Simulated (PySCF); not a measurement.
**Electron correlation in C⁺ (carbon, charge +1)**

[He] 2s1 2p2, high-spin 4P determinant (an excited configuration). Calculation: PySCF 2.14, in x2c-QZVPPall; scalar relativity by spin-free X2C-1e. Frozen: nothing; 5 electrons correlated.

```tsv
level	correlation energy (mhartree)
CCSD	-38.43
(T)	-0.11
CCSD(T)	-38.54
```

Diagnostics: T1 = 0.0014, D1 = 0.0030, largest double amplitude 0.022.

Cost of the coupled-cluster step: about 2.7 core-seconds, for 5 correlated electrons.

Iterations:

```
CC2 = 0
CCSD nocc = (np.int64(4), np.int64(1)), nmo = (57, 57)
frozen orbitals [[], []]
max_cycle = 100
direct = 0
conv_tol = 1e-08
conv_tol_normt = 1e-06
diis_space = 8
diis_start_cycle = 0
Init t2, MP2 energy = -0.0331604378226754
Init E_corr(UCCSD) = -0.0331604378227122
cycle = 1  E_corr(UCCSD) = -0.0372532066359355  dE = -0.00409276881  norm(t1,t2) = 0.0151679
cycle = 2  E_corr(UCCSD) = -0.0380974515782348  dE = -0.000844244942  norm(t1,t2) = 0.00489473
cycle = 3  E_corr(UCCSD) = -0.0384404709913329  dE = -0.000343019413  norm(t1,t2) = 0.00183616
cycle = 4  E_corr(UCCSD) = -0.0384235274774366  dE = 1.69435139e-05  norm(t1,t2) = 0.000250522
cycle = 5  E_corr(UCCSD) = -0.0384254895923613  dE = -1.96211492e-06  norm(t1,t2) = 1.85387e-05
cycle = 6  E_corr(UCCSD) = -0.0384252380300414  dE = 2.5156232e-07  norm(t1,t2) = 2.52647e-06
cycle = 7  E_corr(UCCSD) = -0.0384252608439059  dE = -2.28138645e-08  norm(t1,t2) = 2.49546e-07
cycle = 8  E_corr(UCCSD) = -0.0384252601860007  dE = 6.57905244e-10  norm(t1,t2) = 3.54786e-08
UCCSD converged
E(UCCSD) = -37.21609592107181  E_corr = -0.0384252601860007
UCCSD(T) correction = -0.000113860372529588
```

This basis was not built for core-valence correlation, so the inner-shell part is incomplete.
